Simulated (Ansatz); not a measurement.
BHN (SMILES B=[N]) moved off its minimum; all values from Ansatz (a program for electronic structure), cores frozen in correlated methods. Open shells are unrestricted.
(charge 0, multiplicity 2)
```xyz
3

B     -0.08190     0.02836    -0.61107
N     -0.03163    -0.03395     0.64181
H     -0.04718     0.01937    -1.87066
```

Forces at HF/def2-TZVPP (eV/Å):

```tsv
atom	Fx	Fy	Fz
B1	0.179	-0.074	-4.797
N2	-0.007	-0.035	2.600
H3	-0.172	0.109	2.197
```

Question: Give the forces (eV/Å), the total energy and the dipole at CCSD(T)/aug-cc-pVTZ.

Answer: 
```
atom      Fx      Fy      Fz
----  ------  ------  ------
B1     0.011   0.096  -6.561
N2     0.114  -0.170   4.642
H3    -0.125   0.074   1.919
```
Energy -79.9377 hartree, dipole 2.65 D.
